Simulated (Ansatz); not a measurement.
Results of the Gaussian-basis code of Ansatz.

Basis-set series for ClH₂NOSW, SMILES `[NH2][W](=[O])(=[S])[Cl]`. Total charge 0; spin multiplicity 1. W takes the def2 core potential. The geometry is a stationary point of PBE0-D4/def2-TZVP. It is one conformer, not always the lowest.

```
functional       basis  functions  energy (Eh)  HOMO (eV)  LUMO (eV)
   PBE0-D4    def2-SVP        106  -1056.05016      -7.76      -2.52
   PBE0-D4  def2-TZVPP        230  -1056.52979      -7.75      -2.53
   ωB97M-V    def2-SVP        106  -1056.29990      -9.84      -0.43
   ωB97M-V  def2-TZVPP        230  -1056.78189      -9.86      -0.50
```

(1) Give the rows for def2-QZVPP. (Estimate.)

Answers

(1) The calculation gave: 
```tsv
functional	basis	functions	energy (Eh)	HOMO (eV)	LUMO (eV)
PBE0-D4	def2-QZVPP	395	-1056.56346	-7.78	-2.57
ωB97M-V	def2-QZVPP	395	-1056.81379	-9.89	-0.56
```
